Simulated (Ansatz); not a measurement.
Total energies of `C#CCCCCc1ccc(-c2ccccc2)cc1` from Ansatz at PBE0-D4/def2-TZVP, gas phase (1 Eh = 27.2114 eV = 2625.5 kJ/mol). The reference geometry is relaxed at PBE-D4/def2-SVP.

```tsv
state	geometry	energy (Eh)
charge 0 singlet	reference	-696.12480
charge 1 doublet	reference	-695.83728
charge -1 doublet	reference	-696.11500
free C atom (triplet)	–	-37.80537
free H atom (doublet)	–	-0.50104
```

Single mean-field runs in def2-TZVP are fitted with def2-universal-jkfit.

Question: Work out the vertical ionisation energy to the doublet.

Answer: E(charge 1 doublet) − E(charge 0 singlet) = -695.83728 − (-696.12480) = 0.28752 Eh = 7.82 eV. For comparison, −ε of the highest occupied level is 6.41 eV at this level, 1.41 eV less.

Question: Work out the vertical electron affinity, to the doublet.

Answer: E(charge 0 singlet) − E(charge -1 doublet) = -696.12480 − (-696.11500) = -0.00980 Eh = -0.27 eV; negative, so the extra electron isn't bound. The basis lacks diffuse functions, which makes affinities too small.

Question: Give the fundamental gap IE − EA, the Mulliken electronegativity (IE + EA)/2 and the hardness (IE − EA)/2.

Answer: From the values in Eh: IE − EA = 0.28752 − (-0.00980) = 0.29732 Eh = 8.09 eV; (IE + EA)/2 = 3.78 eV; (IE − EA)/2 = 4.05 eV. The HOMO–LUMO gap of the same run is 5.38 eV, 2.71 eV smaller than the fundamental gap.

Question: What is the binding energy per atom against free atoms?

Answer: Atoms: 18 × (-37.80537) + 18 × (-0.50104) = -689.51538 Eh. Binding: -689.51538 − (-696.12480) = 6.60942 Eh = 179.85 eV, or 5.00 eV for each of 36 atoms (no zero-point energy, no counterpoise term).

At PBE0-D4/def2-TZVP the highest occupied level of the charge -1 doublet lies above zero (up to 1.64 eV). By energy differences it is unbound by 0.27 eV (vertical, to the charge 0 singlet, at PBE0-D4/def2-TZVP) and held by the finite basis.
